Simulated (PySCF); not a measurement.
Stepwise substitution at one centre (Si Br-OH). Isolated molecules, 0 K electronic values unless said otherwise. One relaxed conformer stands for each flexible species; it need not be the lowest. Strings in code marks are SMILES.

Level of theory: PBE-D3(BJ)/def2-TZVP // PBE0-D4/def2-TZVP (PySCF). All candidates: neutral, multiplicity 1. Excitations are Tamm–Dancoff values on a coarser integration grid. The basis has no diffuse functions, so Rydberg states are missing or too high.

The HOMO–LUMO gap is 5.36 eV. The HOMO is -7.23 eV and the S1 excitation (TDA) comes out as 5.52 eV.

Problem. Name which member has these values.
A. `O[Si](O)(O)O`
B. `O[Si](Br)(Br)Br` (H–O–Si–Br torsion 180°)
C. `O[Si](O)(Br)Br` (H–O–Si–Br torsion -66°, Br–Si–O–H torsion -46°)
D. `Br[Si](Br)(Br)Br`

Solution. B, `O[Si](Br)(Br)Br` (H–O–Si–Br torsion 180°). The others give `O[Si](O)(O)O`: 6.91 eV, -7.33 eV, 6.99 eV; `O[Si](O)(Br)Br` (H–O–Si–Br torsion -66°, Br–Si–O–H torsion -46°): 5.97 eV, -7.12 eV, 6.15 eV; `Br[Si](Br)(Br)Br`: 4.89 eV, -7.40 eV, 5.02 eV
